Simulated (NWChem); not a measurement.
All runs are NWChem calculations. System: ClTl, charge 0, spin multiplicity 1, at a geometry optimised with B3LYP/def2-SVP with def2 effective core potentials on Tl. The structure started from a generated list of species. Level: G0W0@PBE/def2-SVPD with def2 effective core potentials on Tl, RI basis def2-svpd-rifit, no spin-orbit coupling.

Job file:

```
start mol
memory heap 200 mb stack 700 mb global 1700 mb
geometry units angstroms nocenter noautoz
  Tl     0.000000     0.000000    -0.440461
  Cl     0.000000     0.000000     2.098665
  symmetry group C2v
end
basis spherical
  * library def2-svpd
end
ecp
  Tl library def2-ecp
end
basis "ri basis" bse spherical
  * library def2-svpd-rifit
end
dft
  xc xpbe96 cpbe96
  iterations 100
  direct
  tolerances tight
end
task dft energy
gw
  states alpha occ 4 vir 2
end
task dft gw
```

Output (cleaned and shortened):

```
             Northwest Computational Chemistry Package (NWChem) 7.3.0
             --------------------------------------------------------

                                NWChem Input Module
                                -------------------

 Scaling coordinates for geometry "geometry" by  1.889725989
 (inverse scale =  0.529177249)

 Turning off AUTOSYM since
 SYMMETRY directive was detected!

                             Geometry "geometry" -> ""
                             -------------------------

 Output coordinates in angstroms (scale by  1.889725989 to convert to a.u.)

  No.       Tag          Charge          X              Y              Z
 ---- ---------------- ---------- -------------- -------------- --------------
    1 Tl                  81.0000     0.00000000     0.00000000    -0.44046100
    2 Cl                  17.0000     0.00000000     0.00000000     2.09866500

 Effective nuclear repulsion energy (a.u.)     286.9794850167

            Nuclear Dipole moment (a.u.)
            ----------------------------
        X                 Y               Z
 ---------------- ---------------- ----------------
     0.0000000000     0.0000000000    -0.0000680301

      Symmetry information
      --------------------

 Group name             C2v
 Group number             16
 Group order               4
 No. of unique centers     2

      Symmetry unique atoms

     1    2


 Summary of "ao basis" -> "" (spherical)
 ------------------------------------------------------------------------------
       Tag                 Description            Shells   Functions and Types
 ---------------- ------------------------------  ------  ---------------------
 *                         def2-svpd                  on all atoms

 Summary of "ri basis" -> "" (spherical)
 ------------------------------------------------------------------------------
       Tag                 Description            Shells   Functions and Types
 ---------------- ------------------------------  ------  ---------------------
 *                      def2-svpd-rifit               on all atoms

  pbe96 is a nonlocal functional; adding pw91lda local functional.

                                 NWChem DFT Module
                                 -----------------

 Summary of "ao basis" -> "ao basis" (spherical)
 ------------------------------------------------------------------------------
       Tag                 Description            Shells   Functions and Types
 ---------------- ------------------------------  ------  ---------------------
 Tl                        def2-svpd                12       32   5s4p3d
 Cl                        def2-svpd                11       27   5s4p2d

 Summary of "ao basis" -> "ao basis" (spherical)
 ------------------------------------------------------------------------------
       Tag                 Description            Shells   Functions and Types
 ---------------- ------------------------------  ------  ---------------------
 Tl                        def2-svpd                12       32   5s4p3d
 Cl                        def2-svpd                11       27   5s4p2d

      Symmetry analysis of basis
      --------------------------

        a1         28
        a2          5
        b1         13
        b2         13

            General Information
            -------------------
          SCF calculation type: DFT
          Wavefunction type:  closed shell.
          No. of atoms     :     2
          No. of electrons :    38
           Alpha electrons :    19
            Beta electrons :    19
          Charge           :     0
          Spin multiplicity:     1
          Use of symmetry is: on ; symmetry adaption is: on
          Maximum number of iterations: 100
          This is a Direct SCF calculation.
          AO basis - number of functions:    59
                     number of shells:    23
          Convergence on energy requested:  1.00D-06
          Convergence on density requested:  1.00D-05
          Convergence on gradient requested:  5.00D-04

              XC Information
              --------------
          PerdewBurkeErnzerhof Exchange Functional  1.000
            Perdew 1991 LDA Correlation Functional  1.000 local
           PerdewBurkeErnz. Correlation Functional  1.000 non-local

             Grid Information
             ----------------
          Grid used for XC integration:  medium
          Radial quadrature: Mura-Knowles
          Angular quadrature: Lebedev.
          Tag              B.-S. Rad. Rad. Pts. Rad. Cut. Ang. Pts.
          ---              ---------- --------- --------- ---------
          Tl                  1.90      123          12.0       590
          Cl                  1.00       88          13.0       590
          Grid pruning is: on
          Number of quadrature shells:   211
          Spatial weights used:  Erf1

          Convergence Information
          -----------------------
          Convergence aids based upon iterative change in
          total energy or number of iterations.
          Levelshifting, if invoked, occurs when the
          HOMO/LUMO gap drops below (HL_TOL):  1.00D-02
          DIIS, if invoked, will attempt to extrapolate
          using up to (NFOCK): 10 stored Fock matrices.

                    Damping( 0%)  Levelshifting(0.5)       DIIS
                  --------------- ------------------- ---------------
          dE  on:    start            ASAP                start
          dE off:    2 iters        100 iters           100 iters

      Screening Tolerance Information
      -------------------------------
[...]
  Orbital symmetries:

     1 a1          2 a1          3 a1          4 b2          5 b1
     6 a1          7 a1          8 b2          9 b1         10 a1
    11 a1         12 b1         13 b2         14 a2         15 a1
    16 a1         17 b2         18 b1         19 a1         20 b2
    21 b1         22 a1         23 a1         24 a1         25 a2
    26 a1         27 b1         28 b2         29 b1

 !! scf_movecs_sym_adapt:    6 vectors were symmetry contaminated

  Symmetry fudging

 !! scf_movecs_sym_adapt:    4 vectors were symmetry contaminated

   convergence    iter        energy       DeltaE   RMS-Dens  Diis-err    time
 ---------------- ----- ----------------- --------- --------- ---------  ------
 d= 0,ls=0.0,diis     1   -632.4464459757 -7.07D+02  4.09D-02  3.44D-01     2.0
 d= 0,ls=0.0,diis     2   -631.5435965097  9.03D-01  2.81D-02  5.41D+00     3.0
 d= 0,ls=0.0,diis     3   -632.5041507973 -9.61D-01  1.90D-03  4.53D-03     4.0
 d= 0,ls=0.0,diis     4   -632.5043623150 -2.12D-04  8.06D-04  2.42D-03     5.0
 d= 0,ls=0.0,diis     5   -632.5047247475 -3.62D-04  2.02D-04  5.99D-05     6.0

 !! scf_movecs_sym_adapt:    2 vectors were symmetry contaminated

  Symmetry fudging
 d= 0,ls=0.0,diis     6   -632.5047354734 -1.07D-05  6.21D-05  6.29D-06     7.0
 d= 0,ls=0.0,diis     7   -632.5047361796 -7.06D-07  1.35D-05  6.08D-07     7.9

 !! scf_movecs_sym_adapt:    2 vectors were symmetry contaminated

  Symmetry fudging
 d= 0,ls=0.0,diis     8   -632.5047363075 -1.28D-07  1.47D-06  1.87D-09     8.9

         Total DFT energy =     -632.504736307546
      One electron energy =    -1085.968925319636
           Coulomb energy =      422.100119812455
    Exchange-Corr. energy =      -43.038019508406
 Nuclear repulsion energy =       74.402088708041

 Numeric. integr. density =       38.000000185804

     Total iterative time =      8.0s

                  Occupations of the irreducible representations
                  ----------------------------------------------

                     irrep           alpha         beta
                     --------     --------     --------
                     a1               10.0         10.0
                     a2                1.0          1.0
                     b1                4.0          4.0
                     b2                4.0          4.0

                       DFT Final Molecular Orbital Analysis
                       ------------------------------------

 Vector   17  Occ=2.000000D+00  E=-2.426529D-01  Symmetry=b1
              MO Center= -1.4D-16, -2.8D-17,  2.0D+00, r^2= 1.5D+00
   Bfn.  Coefficient  Atom+Function         Bfn.  Coefficient  Atom+Function
  ----- ------------  ---------------      ----- ------------  ---------------
    44      0.589236  2 Cl px                41      0.459533  2 Cl px
    38      0.267091  2 Cl px                47      0.126139  2 Cl px
    12      0.108522  1 Tl px                21      0.078545  1 Tl d  1
     6     -0.033777  1 Tl px                 9     -0.033882  1 Tl px
    58      0.028933  2 Cl d  1

 Vector   18  Occ=2.000000D+00  E=-2.426529D-01  Symmetry=b2
              MO Center= -1.0D-17,  1.1D-17,  2.0D+00, r^2= 1.5D+00
   Bfn.  Coefficient  Atom+Function         Bfn.  Coefficient  Atom+Function
  ----- ------------  ---------------      ----- ------------  ---------------
    45      0.589236  2 Cl py                42      0.459533  2 Cl py
    39      0.267091  2 Cl py                48      0.126139  2 Cl py
    13      0.108522  1 Tl py                19     -0.078545  1 Tl d -1
     7     -0.033777  1 Tl py                10     -0.033882  1 Tl py
    56     -0.028933  2 Cl d -1

 Vector   19  Occ=2.000000D+00  E=-2.410713D-01  Symmetry=a1
              MO Center= -5.8D-16, -5.2D-16,  1.1D+00, r^2= 3.9D+00
   Bfn.  Coefficient  Atom+Function         Bfn.  Coefficient  Atom+Function
  ----- ------------  ---------------      ----- ------------  ---------------
    46      0.516672  2 Cl pz                43      0.404158  2 Cl pz
     3      0.364497  1 Tl s                 14     -0.252091  1 Tl pz
    40      0.234609  2 Cl pz                 4      0.233201  1 Tl s
     1     -0.231154  1 Tl s                 20      0.145731  1 Tl d  0
    17     -0.095345  1 Tl pz                 8      0.086012  1 Tl pz

 Vector   20  Occ=0.000000D+00  E=-9.245448D-02  Symmetry=b1
              MO Center=  1.9D-17,  2.4D-18, -4.7D-01, r^2= 4.5D+00
   Bfn.  Coefficient  Atom+Function         Bfn.  Coefficient  Atom+Function
  ----- ------------  ---------------      ----- ------------  ---------------
    12      0.586983  1 Tl px                15      0.577921  1 Tl px
    44     -0.174601  2 Cl px                 9     -0.172386  1 Tl px
     6     -0.169582  1 Tl px                41     -0.124235  2 Cl px
    47     -0.072244  2 Cl px                38     -0.069582  2 Cl px
    31      0.042166  1 Tl d  1              21     -0.027126  1 Tl d  1

 Vector   21  Occ=0.000000D+00  E=-9.245448D-02  Symmetry=b2
              MO Center= -2.2D-17, -1.8D-16, -4.7D-01, r^2= 4.5D+00
   Bfn.  Coefficient  Atom+Function         Bfn.  Coefficient  Atom+Function
  ----- ------------  ---------------      ----- ------------  ---------------
    13      0.586983  1 Tl py                16      0.577921  1 Tl py
    45     -0.174601  2 Cl py                10     -0.172386  1 Tl py
     7     -0.169582  1 Tl py                42     -0.124235  2 Cl py
    48     -0.072244  2 Cl py                39     -0.069582  2 Cl py
    29     -0.042166  1 Tl d -1              19      0.027126  1 Tl d -1

 Vector   22  Occ=0.000000D+00  E=-3.370165D-02  Symmetry=a1
              MO Center= -1.9D-15, -1.9D-15, -9.9D-01, r^2= 6.9D+00
   Bfn.  Coefficient  Atom+Function         Bfn.  Coefficient  Atom+Function
  ----- ------------  ---------------      ----- ------------  ---------------
    17      0.774691  1 Tl pz                 4      0.478930  1 Tl s
    14      0.426831  1 Tl pz                 5     -0.390254  1 Tl s
    46      0.304899  2 Cl pz                49      0.294204  2 Cl pz
     3      0.279478  1 Tl s                 36     -0.275509  2 Cl s
    30     -0.185049  1 Tl d  0              43      0.177216  2 Cl pz

 center of mass
 --------------
 x =   0.00000000 y =   0.00000000 z =  -0.13306317

 moments of inertia (a.u.)
 ------------------
         687.762740925820           0.000000000000           0.000000000000
           0.000000000000         687.762740925820           0.000000000000
           0.000000000000           0.000000000000           0.000000000000

     Multipole analysis of the density
     ---------------------------------

     L   x y z        total         alpha         beta         nuclear
     -   - - -        -----         -----         ----         -------
     0   0 0 0     -0.000000    -19.000000    -19.000000     38.000000

     1   1 0 0     -0.000000     -0.000000     -0.000000      0.000000
     1   0 1 0     -0.000000     -0.000000     -0.000000      0.000000
     1   0 0 1     -1.838854    -25.889911    -25.889911     49.940968

     2   2 0 0    -27.584877    -13.792439    -13.792439      0.000000
     2   1 1 0     -0.000000     -0.000000     -0.000000      0.000000
     2   1 0 1     -0.000000     -0.000000     -0.000000      0.000000
     2   0 2 0    -27.584877    -13.792439    -13.792439      0.000000
     2   0 1 1     -0.000000     -0.000000     -0.000000      0.000000
     2   0 0 2    -35.271983   -158.601675   -158.601675    281.931367

 Task  times  cpu:        8.9s     wall:        8.9s

                                NWChem Input Module
                                -------------------

                                 NWChem GW Module
                                 ----------------

                             ***********************
                             ***        GW       ***
                             ***********************

 Summary of "ri basis" -> "ri basis" (spherical)
 ------------------------------------------------------------------------------
       Tag                 Description            Shells   Functions and Types
 ---------------- ------------------------------  ------  ---------------------
 Tl                     def2-svpd-rifit             35      137   10s9p8d6f2g
 Cl                     def2-svpd-rifit             24       78   9s6p6d3f

                 Memory Information
                 ------------------
          Available GA per process is          1700.0 MBs
          Available stack per process is        700.0 MBs
          Available heap per process is           0.0 MBs

          Peak memory in Initialization
              Peak GA per process is                  2.4 MBs
              Peak stack per process is               0.0 MBs
              Peak heap per process is                2.6 MBs
              Memory not in MA per process            0.0 MBs

          Peak memory in AFF Calculation
              Peak GA per process is                  7.6 MBs
              Peak stack per process is               4.4 MBs
              Peak heap per process is                0.0 MBs
              Memory not in MA per process            4.4 MBs

          Computing 2-center integrals
          Computing Inverse Cholesky factor
          Computing 3-center integrals
          Computing V_xc ...

          Computing Sigma_x
          Computing RPA polarizability
          Solving quasiparticle equations

                  Alpha Orbitals
          State     Energy (eV)     Error (eV)
          -----------------------------------
@GW        16        -12.343           0.004
@GW        17         -8.740           0.005
@GW        18         -8.740           0.005
@GW        19         -8.764           0.005
@GW        20          0.167           0.002
@GW        21          0.167           0.002

   Applying  -2.2038 eV scissor-shift to rest of particle states

   Applying   2.6832 eV scissor-shift to rest of hole states

     GW Timing Statistics
   ------------------------
   Init.   :          0.2s
     ERIs  :          0.6s
     Distr.:          0.0s
     Vxc   :          0.3s
   Sigma_x :          0.0s
   RPA     :          0.3s
   Wmn     :          0.0s
   Sigma_c :          0.0s
   GW total:          1.3s

 Task  times  cpu:        1.3s     wall:        1.3s

 Total times  cpu:       10.3s     wall:       10.3s
```
